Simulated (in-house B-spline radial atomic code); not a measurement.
Successive ionisation energies of thallium; each step leads to the configuration of the next row (after the last: [Ne] 3s2 3p5). NIST's values go from ground level to ground level; the uncertainty of those that are theory runs from under 0.1 % in few-electron ions to several per cent in heavy many-electron ones. Computed with a radial B-spline atomic code at the basis-set limit: non-relativistic Hartree-Fock, average of the configuration, point nuclei.

This level leaves out relativity, spin-orbit splitting included, which matters for heavy ions.

```
  ion      configuration  ionisation energy (eV)  tabulated value (eV)    tabulated kind  computed minus tabulated (eV)  highest orbital  largest mean radius (bohr)
Tl49+  [Ar] 3d10 4s2 4p2                  2659.4                  2854  tabulated theory                           -195               4p                     0.37667
Tl50+  [Ar] 3d10 4s2 4p1                  2721.8                  2925  tabulated theory                           -203               4p                     0.37522
Tl51+      [Ar] 3d10 4s2                  2870.3                  3094  tabulated theory                           -224               4s                     0.37378
Tl52+      [Ar] 3d10 4s1                  2935.3                3164.7    semi-empirical                           -229               4s                     0.37204
Tl53+          [Ar] 3d10                  5260.7                  5234  tabulated theory                             27               3d                     0.19258
Tl54+           [Ar] 3d9                  5404.2                  5371  tabulated theory                             33               3d                      0.1917
Tl55+           [Ar] 3d8                  5549.3                  5518  tabulated theory                             31               3d                     0.19082
Tl56+           [Ar] 3d7                  5695.9                  5674  tabulated theory                             22               3d                     0.18996
Tl57+           [Ar] 3d6                  5844.0                  5824  tabulated theory                             20               3d                     0.18909
Tl58+           [Ar] 3d5                  5993.5                  5969  tabulated theory                             25               3d                     0.18824
Tl59+           [Ar] 3d4                  6144.5                  6241  tabulated theory                            -96               3d                     0.18739
Tl60+           [Ar] 3d3                  6297.0                  6392  tabulated theory                            -95               3d                     0.18655
Tl61+           [Ar] 3d2                  6451.0                  6560  tabulated theory                           -109               3d                     0.18571
Tl62+           [Ar] 3d1                  6606.4                  6714  tabulated theory                           -108               3d                     0.18488
Tl63+       [Ne] 3s2 3p6                  7015.9                  7146  tabulated theory                           -130               3p                     0.18405
```

Problem. Where is the largest jump?

Solution. From Tl52+ to Tl53+, by a factor of 1.79 (2935.3 to 5260.7 eV); the highest orbital goes from 4s to 3d.
